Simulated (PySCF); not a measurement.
Input of a run (PBE0-D3(BJ)/def2-SVP geometry optimisation, gas phase (PySCF 2.14.0)), started from a GFN2-xTB structure with every atom displaced at random (by about 0.01 Å):
```
{"job": {"xc": "PBE0", "basis": "def2-SVP", "d3": "d3bj", "grid": 1, "shake": 0.01, "kind": "geom"}, "charge": 0, "multiplicity": 1}
F      2.845340     0.787710    -0.144560
C      2.145290    -0.368740    -0.071080
F      2.662980    -1.039160     0.976850
C      0.756300    -0.144110     0.105480
C     -0.453210     0.044480     0.278840
Si    -2.265480     0.360350     0.558010
H      2.384840    -0.943880    -0.983210
H     -2.952080    -0.230160    -0.581720
H     -2.447640     1.809940     0.640190
H     -2.625900    -0.297370     1.828900
```

Output (energies in Eh, forces in Eh/bohr):
```
step   0  E = -605.04297785  max force = 0.070129
step   1  E = -605.04409750  max force = 0.013898
step   2  E = -605.04523142  max force = 0.010970
step   3  E = -605.04689195  max force = 0.007213
step   4  E = -605.04717030  max force = 0.004189
step   5  E = -605.04721571  max force = 0.000703
step   6  E = -605.04722538  max force = 0.000401
optimisation converged
```

Summarise the run.

The energy falls by 11.2 kJ/mol over 7 energy and gradient evaluations, the largest force component goes from 0.0701 to 4.0e-04 Eh/bohr, and the atoms move by 0.040 Å rms after alignment. The bond that changes most is C2–C4 (CHF2 carbon to alkyne carbon), which lengthens by 0.049 Å. Bonds longer at the end by more than 0.005 Å: 4 of 9; shorter: 3. Among the angles that change most is C5–Si6–H8, from 105.8° to 109.1°. The energy never rose by more than 1e-6 Eh on the way. The first step brought 26 % of the lowering.

What are the final bond lengths?

F1–C2 1.348 Å, C2–F3 1.349 Å, C2–C4 1.467 Å, C4≡C5 1.216 Å, C5–Si6 1.839 Å, C2–H7 1.105 Å, Si6–H8 1.491 Å, Si6–H9 1.490 Å, Si6–H10 1.490 Å. Numbering counts from 1 in the input's order; the species is `FC(F)C#C[SiH3]`.

The run used 108 basis functions and 50 SCF cycles in all. The run took 29 s of wall time on one thread of an Arm Neoverse V1, shared host with 32 logical CPUs at a one-minute load of 37, and the process peaked at 0.43 GiB of memory.

PBE0-D3(BJ)/def2-SVP frequencies: not computed here.
